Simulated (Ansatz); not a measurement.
C2H8Si, SMILES `CC[SiH3]` (charge 0, multiplicity 1).

Cartesian coordinates (Å):
```xyz
11

C     -1.4235     0.0899    -0.1836
C     -0.1031    -0.6294    -0.4860
Si     1.4188     0.3316     0.0619
H     -1.4721     1.0585    -0.6857
H     -1.5410     0.2710     0.8869
H     -2.2838    -0.4957    -0.5145
H     -0.0847    -1.6081     0.0031
H     -0.0162    -0.8260    -1.5588
H      2.6620    -0.4136    -0.2567
H      1.3748     0.5732     1.5262
H      1.4689     1.6487    -0.6215
```
Charge 0, spin multiplicity 1.

Frozen-core energies in 6-31g from Ansatz (a quantum-chemistry and plane-wave program) at a geometry from B3LYP-D3(BJ)/def2-TZVP; the HF reference has <S^2> = 0.00 and the T1 diagnostic is 0.007.

```tsv
level	energy (Ha)
HF	-369.22250
MP2	-369.46464
CCSD	-369.51017
CCSD(T)	-369.51582
```

Question: Estimate the energies of CCSDT and CCSDT(Q), and give each level's difference from CCSDT(Q).

Answer: 
```tsv
level	energy (Ha)	difference from CCSDT(Q) (mHa)
MP2	-369.46464	52.16
CCSD	-369.51017	6.62
CCSD(T)	-369.51582	0.98
CCSDT	-369.51649	0.30
CCSDT(Q)	-369.51680	0.00
```
